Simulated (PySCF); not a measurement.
VOCl, SMILES [O]=[V][Cl] (connectivity only; charge and spin as stated), neutral, multiplicity 3. Geometry optimised at PBE-D3(BJ)/def2-TZVP. The multiplicity is an assumed one; other spin states were not compared.

The numbers are results of PySCF with PBE-D3(BJ)/def2-TZVP, not measurements.

Harmonic wavenumbers (cm⁻¹): 138, 419, 1037. Rotational constants (GHz): 32.88, 3.306, 3.004; symmetry number 1.

Task: Work out the zero-point energy and the ideal-gas rigid-rotor harmonic-oscillator thermochemistry at 298.15 K and 1 atm.

Result: ZPE = ½ Σ hcν = ½ × 1594 cm⁻¹ = 2.28 kcal/mol. H − E(el) = 5.27 kcal/mol. Entropy in cal/(mol K): translation 39.79, rotation 24.40, vibration 3.81, spin 2.18, total 70.19. G − E(el) = -15.66 kcal/mol. Cp = 11.63 cal/(mol K). Modes under 150 cm⁻¹ make the vibrational entropy uncertain.
